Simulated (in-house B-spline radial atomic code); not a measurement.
A fraction x of an electron is removed from 5p in neutral tellurium, starting from [Kr] 4d10 5s2 5p4 and keeping the highest spin. Computed with a B-spline radial code for spherical atoms: non-relativistic BP86, spin-polarised, spherical fractional occupations, point nucleus.

```tsv
x	E(x) - E(0) (eV)	5p down level (eV)
0	0.0000	-5.440
0.08	0.4565	-5.973
0.24	1.4987	-7.058
0.29	1.8602	-7.402
0.48	3.3920	-8.727
0.5	3.5680	-8.868
0.63	4.7808	-9.793
0.85	7.1096	-11.383
0.9	7.6879	-11.749
1	8.8994	-
```

The exact functional would give a straight line between the two integer points. Deviations E(x) - E(0) - x[E(1) - E(0)], in eV: -0.255 at x = 0.08, -0.637 at x = 0.24, -0.721 at x = 0.29, -0.88 at x = 0.48, -0.882 at x = 0.5, -0.826 at x = 0.63, -0.455 at x = 0.85, -0.322 at x = 0.9.

The curve lies below the straight line by up to 0.882 eV (at x = 0.5): convex, the delocalisation error that favours fractional charges.

**Question.** How well does Slater's transition state (minus the level at half occupation) give the ionisation energy?

**Answer.** It gives 8.868 eV against 8.899 eV from the two total energies; NIST lists 9.01 eV, ground level to ground level.
